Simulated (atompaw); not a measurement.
# An all-electron radial function and its pseudo partner (fluorine (F))

Columns: radius, all-electron u(r) and pseudo u(r) of the 2s shell (level -29.89 eV) of fluorine in the configuration [He] 2s1.5 2p5.5; LDA (PW92), scalar-relativistic, PAW (atompaw) scheme, atompaw 4.2.0.5.

| r (bohr) | all-electron | pseudo |
| --- | --- | --- |
| 0.075 | -0.4436 | 0.1076 |
| 0.150 | -0.3525 | 0.2131 |
| 0.225 | -0.0790 | 0.3144 |
| 0.300 | 0.2229 | 0.4097 |
| 0.375 | 0.4892 | 0.4971 |
| 0.450 | 0.6986 | 0.5753 |
| 0.525 | 0.8490 | 0.6430 |
| 0.600 | 0.9466 | 0.6993 |
| 0.675 | 1.0007 | 0.7436 |
| 0.750 | 1.0205 | 0.7757 |
| 0.825 | 1.0145 | 0.7957 |
| 0.900 | 0.9898 | 0.8040 |
| 0.975 | 0.9519 | 0.8014 |
| 1.050 | 0.9055 | 0.7888 |
| 1.125 | 0.8538 | 0.7675 |
| 1.200 | 0.7996 | 0.7387 |
| 1.275 | 0.7445 | 0.7039 |
| 1.350 | 0.6899 | 0.6647 |
| 1.425 | 0.6369 | 0.6225 |
| 1.500 | 0.5861 | 0.5787 |
| 1.575 | 0.5377 | 0.5346 |
| 1.650 | 0.4923 | 0.4912 |
| 1.725 | 0.4497 | 0.4495 |
| 1.800 | 0.4101 | 0.4101 |
| 1.875 | 0.3733 | 0.3733 |
| 1.950 | 0.3394 | 0.3394 |

How many radial nodes do the two functions have?

The all-electron 2s function has n − l − 1 = 1; the pseudo-wave has 0, since the states of the same l below it are removed with the core.

Is the pseudo-wave norm-conserving?

No, it belongs to a PAW set: the norm inside the radius is not constrained, and the difference is carried by the augmentation charge.
